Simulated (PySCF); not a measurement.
# [Ti(CH3)4] (charge 0, multiplicity 1)

Computed with TPSSh-D3(BJ)/def2-TZVP // TPSS-D3(BJ)/def2-SVP (PySCF 2.14.0).

```
Quantity                                                                  Result
----------------------------------------  --------------------------------------
HOMO                                                                    -6.78 eV
dipole moment                                                             0.01 D
HOMO–LUMO gap                                                            4.75 eV
LUMO                                                                    -2.03 eV
charge on the central atom (Mulliken)                                     1.19 e
charge on the central atom (meta-Löwdin)                                  1.30 e
total energy                                                       -1009.2003 Ha
cost                                      about 11 core-minutes (a rough figure)
```

Bonded distances (Å): Ti1–C2 2.079, Ti1–C6 2.079, Ti1–C10 2.079, Ti1–C14 2.079, C2–H3 1.108, C2–H4 1.108, C2–H5 1.108, C6–H7 1.108, C6–H8 1.108, C6–H9 1.108, C10–H11 1.108, C10–H12 1.108, C10–H13 1.108, C14–H15 1.108, C14–H16 1.108, C14–H17 1.108. Bond angles (°): C2–Ti1–C6 109.5, C2–Ti1–C10 109.7, C2–Ti1–C14 109.7, C6–Ti1–C10 109.2, C6–Ti1–C14 109.3, C10–Ti1–C14 109.5, Ti1–C2–H3 109.9, Ti1–C2–H4 109.9, Ti1–C2–H5 110.0, H3–C2–H4 109.0, H3–C2–H5 109.0, H4–C2–H5 109.0, Ti1–C6–H7 109.9, Ti1–C6–H8 110.0, Ti1–C6–H9 109.9, H7–C6–H8 109.0, H7–C6–H9 109.0, H8–C6–H9 109.0, Ti1–C10–H11 109.9, Ti1–C10–H12 110.1, Ti1–C10–H13 109.8, H11–C10–H12 109.0, H11–C10–H13 109.0, H12–C10–H13 109.0, Ti1–C14–H15 109.8, Ti1–C14–H16 110.1, Ti1–C14–H17 109.9, H15–C14–H16 109.0, H15–C14–H17 109.0, H16–C14–H17 109.0.
Charge 0, spin multiplicity 1.
